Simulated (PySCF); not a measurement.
A structure optimised at PBE-D3(BJ)/def2-SVP, used in a PySCF frequency run:

```xyz
8

In     0.0551     0.2760     0.0000
Cl    -0.4647    -2.0539     0.0000
C     -1.4403     1.8252     0.0000
H     -2.0667     1.7093     0.9040
H     -0.9400     2.8105     0.0000
H     -2.0667     1.7093    -0.9040
O      2.0520     0.5648     0.0000
H      2.4991    -0.3046     0.0000
```
Charge 0, spin multiplicity 1.

Write its SMILES, formula and point group.

[CH3][In]([OH])[Cl], CH4ClInO, Cs

What are its rotational constants (standard atomic weights)?

4.3466, 2.2938, 1.5163 GHz
